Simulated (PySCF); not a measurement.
C₄H₂N₂. Atoms are numbered in the order given.

```xyz
8

C     -0.1344    -2.9693     0.0000
C      0.0918    -1.7775     0.0000
C      0.4340    -0.3987     0.0000
N     -0.4662     0.5172     0.0000
C     -0.1236     1.8001     0.0000
N      0.0712     2.9481     0.0000
H     -0.3536    -4.0226     0.0000
H      1.5123    -0.1626     0.0000
```
Charge 0, spin multiplicity 1.

Geometry: PBE0-D3(BJ)/def2-SVP. The structure was generated by enumeration; whether it is a known compound was not checked.

These are KT2/pcSseg-1 (PySCF) values and carry that method's errors.

GIAO shieldings, no solvent; atoms alike by connectivity are averaged. δ = σ(ref) − σ: ¹³C against TMS (σ = 185.1 ppm); ¹⁵N against NH3 (σ = 266.2 ppm); ¹H against TMS (σ = 31.47 ppm), references at their B3LYP-D3(BJ)/def2-TZVP geometries, non-relativistic.

Computed chemical shifts:
| nucleus | atoms | count | δ (ppm) |
|---|---|---|---|
| ¹³C | C3 | 1 | 155.6 |
| ¹³C | C5 | 1 | 116.5 |
| ¹³C | C1 | 1 | 99.6 |
| ¹³C | C2 | 1 | 83.2 |
| ¹⁵N | N4 | 1 | 338.8 |
| ¹⁵N | N6 | 1 | 311.7 |
| ¹H | H8 | 1 | 8.14 |
| ¹H | H7 | 1 | 4.62 |
